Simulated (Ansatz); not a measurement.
Correlation energies of CH5ClGeO (`[OH][GeH2][CH2]Cl`) by basis set

```csv
atom,x (Å),y (Å),z (Å)
O1,0.1114,-1.5320,-1.1837
Ge2,0.4642,-0.7001,0.3461
C3,-0.0939,1.1741,0.1456
Cl4,-1.8169,1.2059,-0.3205
H5,-0.8029,-1.4005,-1.4494
H6,1.9829,-0.8251,0.5273
H7,-0.3233,-1.3328,1.5079
H8,0.4685,1.6705,-0.6439
H9,0.0101,1.7400,1.0706
```

Total charge 0; spin multiplicity 1. Correlated methods include outer-core shells of Ge, which these sets cover unevenly. Scalar relativity is left out up to krypton. The structure was optimised at the PBE0-D4/def2-TZVP level. It is one conformer, not always the lowest. Frozen core, restricted reference, the Gaussian-basis code of Ansatz.

```json
{"basis": "def2-SVP", "HF (Eh)": "-2650.02171", "MP2 corr.": "-0.69752"}
{"basis": "def2-TZVPP", "HF (Eh)": "-2650.59106", "MP2 corr.": "-0.86757"}
{"basis": "def2-QZVPP", "HF (Eh)": "-2650.65168", "MP2 corr.": "-1.18207"}
```

(1) Estimate the CCSD correlation energy and the (T) correction in each basis where they were run (hartree).

Answers

(1) 
```tsv
basis	CCSD corr.	(T)
def2-SVP	-0.73082	-0.01863
def2-TZVPP	-0.90123	-0.03476
```
